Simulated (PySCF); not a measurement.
Al(H)2(vinyl) (C2H5Al), SMILES [AlH2][CH]=C.

Coordinates come from a PBE0-D3(BJ)/def2-TZVP optimisation.

Method: PBE0-D3(BJ)/def2-TZVP in PySCF.

Frequencies are harmonic and unscaled.

Task: Give all harmonic wavenumbers and intensities. (Estimate from the structure and the level; the computed values follow.)

Result: 
| mode | ν (cm⁻¹) | IR (km/mol) | moving atoms (share of kinetic energy) |
|---|---|---|---|
| 1 | 157 | 0.1 | H 78 %, C 22 % |
| 2 | 203 | 1.2 | C 45 %, H 44 %, Al 12 % |
| 3 | 416 | 0.2 | H 88 %, C 12 % |
| 4 | 519 | 75.6 | H 67 %, Al 20 %, C 13 % |
| 5 | 624 | 246.8 | H 79 %, Al 14 % |
| 6 | 652 | 21.0 | C 47 %, H 29 %, Al 23 % |
| 7 | 783 | 289.7 | H 90 %, Al 9 % |
| 8 | 1005 | 14.0 | H 88 %, C 12 % |
| 9 | 1020 | 35.3 | H 72 %, C 28 % |
| 10 | 1066 | 11.6 | H 92 % |
| 11 | 1284 | 1.8 | H 71 %, C 29 % |
| 12 | 1438 | 25.5 | H 76 %, C 23 % |
| 13 | 1640 | 18.7 | C 78 %, H 22 % |
| 14 | 1915 | 135.1 | H 98 % |
| 15 | 1923 | 257.7 | H 95 % |
| 16 | 3106 | 24.9 | H 95 % |
| 17 | 3126 | 7.7 | H 92 %, C 8 % |
| 18 | 3185 | 15.2 | H 90 %, C 10 % |
